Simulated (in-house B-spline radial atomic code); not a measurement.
**Response and correlation of Kr³⁴⁺**

Closed shell 1s2. Computed with a B-spline radial code for spherical atoms: Dirac-Hartree-Fock, relativistic RPA (time-dependent Dirac-Hartree-Fock) for the response and second-order many-body perturbation theory for correlation, no-pair Dirac-Coulomb Hamiltonian, finite nucleus.

Command:
```bash
python run_mb.py task.json out
```
Settings (nuclear radius in fm, box in bohr, cutoff in hartree):
```
basis_form          2
Z                   36
core_configuration  1s2
rms_radius          4.1884
mass_number         84
speed_of_light      137.036
box_radius          2.618
lmax                7
intervals           57
virtual_cutoff      32400.0
```

Time taken, with all properties: 0.2 s on 1 thread of Intel(R) Xeon(R) 6975P-C, with other jobs on the host.

| multipole (bohr³, bohr⁵, bohr⁷) | uncoupled | coupled RPA |
| --- | --- | --- |
| dipole | 5.1136e-06 | ? |
| quadrupole | 1.3268e-08 | 1.343e-08 |
| octupole | 9.0953e-11 | 9.1768e-11 |

Q: What is the coupled dipole polarisability?

A: 5.1908e-06 atomic units, +2 % against the uncoupled value.

Q: Which subshells carry the dipole polarisability?

A: 1s1/2 100.0 %.

Q: What does the dipole shielding factor come to?

A: The dipole shielding factor is 0.056, against the exact N/Z = 2/36 = 0.056 of the non-relativistic theorem.

Dipole polarisability at imaginary frequency:

```tsv
u (Eh)	α(iu) (bohr³)
0	5.19e-06
10.4	5.188e-06
31.1	5.173e-06
62.1	5.12e-06
104	4.999e-06
207	4.512e-06
414	3.279e-06
1040	1.187e-06
```

Q: What dispersion coefficients follow for two such ions (the dispersion part alone)?

A: C6 = (3/π)∫α(iu)²du = 1.114e-08 hartree·bohr⁶ and C8 = 1.651e-10 hartree·bohr⁸.

Lowest J = 1 odd-parity excitations:

```json
{"energy (eV)": "13053", "oscillator strength": "0.142", "leading channel": "1s1/2 → p1/2", "weight": "0.97"}
{"energy (eV)": "13141", "oscillator strength": "0.636", "leading channel": "1s1/2 → p3/2", "weight": "0.97"}
{"energy (eV)": "15436", "oscillator strength": "0.0282", "leading channel": "1s1/2 → p1/2", "weight": "0.975"}
{"energy (eV)": "15462", "oscillator strength": "0.123", "leading channel": "1s1/2 → p3/2", "weight": "0.975"}
```

Second-order correlation energy by the highest angular momentum of the excited pair (hartree): s -0.01513, p -0.02548, d -0.003618, f -0.0009594, g -0.0003505, h -0.0001473, i -7.366e-05, k -4.066e-05.

Q: What is the second-order correlation energy at the partial-wave limit?

A: The listed waves sum to -0.045798 hartree; extrapolating the increments as (l + 1/2)⁻⁴ gives -0.045881 hartree, -0.624 eV per electron.
